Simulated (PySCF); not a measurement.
Several orderings of computed values.

Each SMILES stands for a single optimised conformer of the isolated species, non-relativistic unless stated. Electronic properties by PySCF.

The conformers computed, where there is a choice (atom-mapped SMILES and torsion angles):
- `[F:1][C:2](=[C:3]=[S:4])[CH2:5][N:6][CH:7]1[CH2:8][CH2:9]1`: F1–C2–C5–N6 -84°, C2–C5–N6–C7 -93°, C5–N6–C7–C8 135°
- `[CH3:1][P@:2](=[O:3])([O-:4])[CH:5]1[CH2:6][CH2:7]1`: C1–P2–C5–C6 -87°
- `[H]/[N:9]=[CH:8]\[C:7]#[C:6][C:4]([SiH2:3][C:2]=[CH+:1])=[O:5]`: C2–Si3–C4–O5 81°
- `[F:1][C:2](=[C:3]=[S:4])[CH2:5][NH:6][C@@H:7]1[CH:8][CH2:9]1`: F1–C2–C5–N6 -76°, C2–C5–N6–C7 -138°, C5–N6–C7–C8 -134°
- `[F:1][C:2](=[C:3]=[S:4])[CH2:5][NH:6][C:7]1[CH2:8][CH2:9]1`: F1–C2–C5–N6 70°, C2–C5–N6–C7 -79°, C5–N6–C7–C8 -159°

The conformers of `CN[SiH2][CH]C[SiH2]N` [doublet state] aren't listed.

Question: Rank by smallest rotational constant, highest first (GFN2-xTB).
A. `FC(=C=S)C[N]C1CC1` [radical]
B. `FC(=C=S)CN[C@@H]1[CH]C1` [radical]
C. `[H]/N=C\C#CC(=O)[SiH2][C]=[CH+]` [radical]
D. `C[P@](=O)([O-])C1CC1`

Answer: D (1.671 GHz), A (0.691 GHz), C (0.596 GHz), B (0.528 GHz).

Q: Give the two extremes of that set in cm⁻¹.

A: `FC(=C=S)CN[C@@H]1[CH]C1` [doublet state]: 0.0176 cm⁻¹; `C[P@](=O)([O-])C1CC1`: 0.0558 cm⁻¹.

Question: Rank by isotropic g value, highest first (unrestricted B3LYP/pcH-1, mean-field spin–orbit at GFN2-xTB geometries).
A. `FC(=C=S)CN[C]1CC1` [radical]
B. `N[SiH2]C[CH][SiH2]NC` [radical]
C. `FC(=C=S)CN[C@@H]1[CH]C1` [radical]
D. `C1([N]CC(F)=C=S)CC1` [radical]
E. `C#CC1=COC[CH]1` [radical]

Answer: D (2.00408), E (2.00321), C (2.00277), B (2.00248), A (2.00188).
